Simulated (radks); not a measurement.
Values are calculated unless marked as measured or tabulated.
La II, configuration [Xe] 5d2.

Level of theory: scalar-relativistic Kohn-Sham, LDA (Slater exchange, VWN5 correlation), spin-polarised, spherical densities, finite nucleus; open shells are filled with parallel spins first (spin-orbit coupling, left out, can overturn this in heavy ions); Fermi nuclear charge, rms radius 4.855 fm; hard spherical wall at 3.5 bohr (a radial shooting solver on a logarithmic mesh with Libxc functionals).

Energy parts (hartree):
part                       energy
total                  -8485.4811
kinetic                 8977.6641
electron-nucleus      -20557.5392
Hartree                 3291.6131
exchange-correlation    -197.2191

Orbitals (lengths in bohr, moments of r in powers of bohr; r(max) is where P^2 peaks; r(90%) holds 90 % of the orbital's charge):
| orbital | occ. | eigenvalue (hartree) | <r^4> | r(max) | <1/r> | r(90%) |
|---|---|---|---|---|---|---|
| 1s up | 1 | -1422.232 | 1.923e-06 | 0.01609 | 61.95 | 0.0452 |
| 1s down | 1 | -1422.232 | 1.923e-06 | 0.01609 | 61.95 | 0.0452 |
| 2s up | 1 | -226.2340 | 0.0003195 | 0.09103 | 14.26 | 0.166 |
| 2s down | 1 | -226.2298 | 0.0003195 | 0.09103 | 14.26 | 0.166 |
| 2p up | 3 | -202.8574 | 0.0002329 | 0.07314 | 13.55 | 0.153 |
| 2p down | 3 | -202.8540 | 0.0002329 | 0.07314 | 13.55 | 0.153 |
| 3s up | 1 | -48.18102 | 0.01315 | 0.2607 | 5.162 | 0.419 |
| 3s down | 1 | -48.17826 | 0.01315 | 0.2607 | 5.162 | 0.419 |
| 3p up | 3 | -40.71353 | 0.01373 | 0.2550 | 4.896 | 0.425 |
| 3p down | 3 | -40.71061 | 0.01373 | 0.2550 | 4.896 | 0.425 |
| 3d up | 5 | -29.94848 | 0.01150 | 0.2100 | 4.644 | 0.407 |
| 3d down | 5 | -29.94468 | 0.01150 | 0.2100 | 4.644 | 0.407 |
| 4s up | 1 | -9.54493 | 0.3421 | 0.6085 | 2.151 | 0.942 |
| 4s down | 1 | -9.53808 | 0.3420 | 0.6086 | 2.150 | 0.942 |
| 4p up | 3 | -7.11652 | 0.4517 | 0.6357 | 1.983 | 1.01 |
| 4p down | 3 | -7.10983 | 0.4512 | 0.6358 | 1.983 | 1.01 |
| 4d up | 5 | -3.60277 | 0.7827 | 0.6726 | 1.719 | 1.16 |
| 4d down | 5 | -3.59521 | 0.7776 | 0.6727 | 1.720 | 1.16 |
| 4f up | 0 | 0.01667 | 5.270 | 0.7551 | 1.142 | 1.96 |
| 4f down | 0 | 0.03553 | 4.985 | 0.7526 | 1.155 | 1.92 |
| 5s up | 1 | -1.30916 | 10.07 | 1.422 | 0.8440 | 2.22 |
| 5s down | 1 | -1.27317 | 9.906 | 1.415 | 0.8498 | 2.21 |
| 5p up | 3 | -0.70055 | 14.65 | 1.604 | 0.7434 | 2.45 |
| 5p down | 3 | -0.65815 | 14.47 | 1.595 | 0.7483 | 2.44 |
| 5d up | 2 | 0.14879 | 23.49 | 1.993 | 0.6299 | 2.71 |
| 5d down | 0 | 0.19757 | 23.39 | 1.986 | 0.6319 | 2.71 |
| 6s up | 0 | 0.73475 | 36.11 | 2.558 | 0.6479 | 2.96 |
| 6s down | 0 | 0.77572 | 36.27 | 2.558 | 0.6453 | 2.96 |
| 6p up | 0 | 1.20311 | 36.37 | 2.650 | 0.6745 | 2.99 |
| 6p down | 0 | 1.24134 | 36.54 | 2.649 | 0.6726 | 2.99 |

The highest occupied level is 5d up at 4.049 eV. The configuration is held as typed, so some empty levels lie below it. The electron density at the nucleus is 3.633e+05 e/bohr^3 (large components only).
